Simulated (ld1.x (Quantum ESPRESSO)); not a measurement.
What one change does to a pseudopotential (titanium (Ti), RRKJ)

| Item | Value |
| --- | --- |
| Element | Ti |
| Generator | ld1.x (Quantum ESPRESSO) 7.5 |
| Type | norm-conserving RRKJ (Kleinman–Bylander form) |
| Functional | BLYP |
| Relativity | fully relativistic |
| Frozen core | [Ar] |
| Valence charge | 4 |
| Reference configuration | 3d2 4s0 4p0 (charge +2) |
| Partial waves | 4p (bound, empty): rc 3.10 bohr; 3d (bound): rc 2.25 bohr; 4s (bound, empty): rc 2.00 bohr |
| Local potential | the s channel |
| Core correction | none |

Open shells are filled in proportion to 2j + 1 (rel_dist='average').

Change: all radii scaled by about 0.84 (s 1.68, p 2.60, d 1.88 bohr).

Cutoffs: the cutoffs (Ry, on a coarse ladder) from which the occupation-weighted sum of valence levels, in a spherical-Bessel basis at the reference potential, stays within 10 and 1 mRy of its value at 400 Ry; they do not see the model core or the augmentation charge, which bear on the density cutoff. Errors are all-electron minus pseudo energies relative to the spin-unpolarised reference configuration.

Question: Predict the effect on cutoff, ghosts and configuration errors.

Answer: The potential gets harder (35 Ry and 40 Ry → 45 Ry and 50 Ry); a bound ghost appears in p, s, which as a rule spoils a file; the number of tests that count goes from 6 to 7; of the 6 tests that both files solve, the error grows in 3 and shrinks in 3 by more than 15 % and 0.3 meV (median size 353.0 → 217.9 meV). A smaller radius makes the pseudo-wave follow the all-electron one further in, where it bends more sharply, so more plane waves are needed.

```tsv
quantity	base	changed
cutoff, loose	35 Ry	45 Ry
cutoff, tight	40 Ry	50 Ry
bound ghosts	none	p3/2, p1/2, s (extra level of the local part)
tests counted (converged, no solver errors)	6 of 7	7 of 7
error for 3d2 4s2 4p0, meV [ΔE -21.00 eV]	+341	+445
error for 3d2 4s1 4p0, meV [ΔE -13.72 eV]	+117	+135
error for 3d1 4s0 4p0, meV [ΔE 26.94 eV]	+365	+149
error for 3d1 4s2 4p1, meV [ΔE -16.29 eV]	+681	+339
error for 3d3 4s1 4p0, meV [ΔE -19.89 eV]	+192	+287
error for 3d1 4s2 4p0, meV [ΔE -11.37 eV]	+534	+77
```

Base: Tests not counted: 3d2 4s0 4p2 (pseudo-atom not self-consistent, printed error +2.8 eV). ld1.x printed “convergence not achieved” for 5 of the counted tests; their residual had stalled under 1e-8, short of the target of 1e-14. Changed file: The cutoffs count occupied waves only; the empty 4s level needs 70 Ry at the loose tolerance. These tests converged, but a pseudo level misses the all-electron one widely, so the file describes the atom poorly there or has found another state: 3d1 4s0 4p0: empty 4s by 5.9 eV (a node warning on the way). ld1.x printed “convergence not achieved” for 5 of the counted tests; their residual had stalled under 1e-8, short of the target of 1e-14. A true bound ghost makes a file unfit for plane-wave use even where its test errors are small: the radial tests pick states by their node count and pass the ghost by.
